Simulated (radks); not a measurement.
Fractional charge and spin in the 5p shell of dysprosium: the spin-up occupation runs from 2 to 3 and the spin-down occupation from 2 to 3; the fullest corner is Dy3+, [Kr] 4d10 4f(up 4.5, down 4.5) 5s2 5p(up 3, down 3). Calculated with a radial shooting solver on a logarithmic mesh with Libxc functionals: scalar-relativistic Kohn-Sham, PBE, spin-polarised, spherical densities, point nucleus. Energy (eV) minus the two flat planes that join the four corners (they meet along the diagonal where the two added fractions sum to one electron); zero is where a piecewise linear energy would lie.

\begin{tabular}{lrrrrr}
down \ up & 2 & 2.25 & 2.5 & 2.75 & 3 \\ \hline
2 & 0.000 & -1.348 & -1.792 & -1.341 & 0.000 \\
2.25 & -1.348 & -1.729 & -1.217 & 0.182 & -1.288 \\
2.5 & -1.792 & -1.217 & 0.242 & -1.170 & -1.713 \\
2.75 & -1.341 & 0.182 & -1.170 & -1.655 & -1.281 \\
3 & 0.000 & -1.288 & -1.713 & -1.281 & 0.000 \\
\end{tabular}

Corners above the fullest one (they belong to Dy4+ and the next ion): (up 3, down 2) 60.399 eV, (up 2, down 3) 60.399 eV, (up 2, down 2) 135.79 eV. With half an added electron in each spin the energy lies 0.242 eV from the planes, and with half an added electron in spin up alone -1.792 eV. The planes are only a guide here: the flat-plane condition holds for ground states with one frontier orbital, while this shell lies below other occupied shells, so the corners above the fullest one are inner-hole states and not the ground states of those ions.
